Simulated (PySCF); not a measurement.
Fe(NH2)2 (quintet state).
SMILES: `[NH2][Fe][NH2]`

Computed with PBE0-D3(BJ)/def2-SVP geometry optimisation, gas phase (PySCF 2.14.0).

Take the most abundant isotopes and a rigid rotor. 

(1) What are A, B and C (GHz)?

(2) Classify the top.

(3) Is it planar, by Δ = Ic − Ia − Ib?

(4) Give the coordinates in the principal-axis frame, origin at the centre of mass.

(5) Where do the levels up to J = 2 lie, in K?

## Answers

(1) Ia = 2.71, Ib = 119.81, Ic = 122.53 u·Å²; 505379 MHz·u·Å²/I gives 186351, 4218 and 4125 MHz, that is A = 186.35, B = 4.2181, C = 4.1247 GHz.

(2) A near-prolate asymmetric top. Ray's parameter κ = (2B − A − C)/(A − C) = -0.999; −1 is the prolate and +1 the oblate limit.

(3) Planar: Δ = Ic − Ia − Ib = 0.00 u·Å². For a rigid frame Δ = −2 Σ m c², so it vanishes when all atoms lie in the ab plane; here none is more than 0.01 Å from it.

(4) The sense of each axis is arbitrary; atoms in the order of the calculation.
```csv
atom,mass (u),a (Å),b (Å),c (Å)
Fe1,55.935,0.000,0.000,0.000
N2,14.003,1.848,0.000,0.000
H3,1.008,2.448,0.819,0.001
H4,1.008,2.446,-0.821,0.002
N5,14.003,-1.848,-0.001,0.000
H6,1.008,-2.448,-0.821,0.000
H7,1.008,-2.447,0.820,0.000
```

(5) Above 0(0,0), as E/k:
J = 1: 1(0,1) 0.400, 1(1,1) 9.141, 1(1,0) 9.146
J = 2: 2(0,2) 1.201, 2(1,2) 9.938, 2(1,1) 9.951, 2(2,1) 36.174, 2(2,0) 36.174
Those of J = 1 are B + C, A + C and A + B.

The point group D2h allows no dipole (computed: 0.00 D), so a rigid rotor has no electric-dipole lines.

Question: Estimate the classical rotational partition function at 500 K.

Answer: Point group D2h, symmetry number σ = 4; q = (√π/σ)·√((kT/h)³/(ABC)), k/h = 20836.6 MHz/K: 8280 at 500 K.

For this open shell read J as N, the rotation without spin; fine and hyperfine splittings come on top. No PBE0-D3(BJ)/def2-SVP frequencies stand behind this structure, so it isn't proved a minimum. ⟨S²⟩ = 6.010 (exact for a quintet: 6.00). These are rigid-rotor constants of the computed structure; measured ground-state constants (B0) also hold zero-point vibration. Quadrupole hyperfine structure (14N) is left out.

For an open-shell metal species like this, the optimisation's SCF solution wasn't tested for stability and no frequencies at its level were run, so a lower state or another shape may exist.
